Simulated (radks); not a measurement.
The numbers below are computed, except where a source is named.
W2+, configuration [Xe] 4f14 5d4. Level of theory: scalar-relativistic Kohn-Sham, PBE, spin-polarised, spherical densities, finite nucleus; open shells are filled with parallel spins first (spin-orbit coupling, left out, can overturn this in heavy ions); Fermi nuclear charge, rms radius 5.3658 fm (a radial shooting solver on a logarithmic mesh with Libxc functionals). Some entries of the table are withheld. Estimate them.

orbital  occ.  eigenvalue (Ry)  r(max) (bohr)
1s down     1        -5107.126        0.01146
1s up       1        -5107.126        0.01146
2s up       1        -882.4981        0.06568
2s down     1        -882.4849        0.06568
2p up       3        -772.1146        0.05388
2p down     3        -772.1042        0.05388
3s up       1        -204.1410         0.1853
3s down     1        -204.1379         0.1853
3p up       3        -171.4369         0.1834
3p down     3        -171.4332         0.1834
3d up       5        -133.7714         0.1494
3d down     5        -133.7631         0.1494
4s up       1        -43.03888         0.4206
4s down     1        -43.02799         0.4207
4p up       3        -32.30735         0.4411
4p down     3        -32.29742         0.4412
4d up       5        -18.69173         0.4522
4d down     5        -18.67983         0.4522
5s up       1         -7.02954         0.9649
5s down     1         -6.90374         0.9603
5p up       3         -4.41783            (1)
5p down     3         -4.24747            (2)
4f up       7              (3)         0.4288
4f down     7              (4)         0.4286
5d up       4         -1.54047          1.481
6s up       0         -1.47320          2.453
5d down     0         -1.32389          1.462
6p up       0         -0.99155          3.071

Answer. 
(1) 5p up r(max) (bohr): 1.096
(2) 5p down r(max) (bohr): 1.087
(3) 4f up eigenvalue (Ry): -3.61514
(4) 4f down eigenvalue (Ry): -3.58702
